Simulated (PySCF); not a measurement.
Method: TPSSh-D3(BJ)/def2-TZVP // CAM-B3LYP-D3(BJ)/def2-TZVP in PySCF. All species are isolated molecules in the gas phase. 

Reference species (SMILES): `IB(I)I` (neutral, multiplicity 1).

| Property | Result |
|---|---|
| HOMO–LUMO gap | 3.91 eV |
| LUMO | -2.88 eV |

Changed species: `B` (3 of 3 I replaced by H; the reference has 0 of 3 I replaced by H).

### Question
Predict the effect on the HOMO–LUMO gap and LUMO.

### Answer
the HOMO–LUMO gap goes up by 3.07 eV, to 6.98 eV; the LUMO goes up by 0.58 eV, to -2.30 eV.
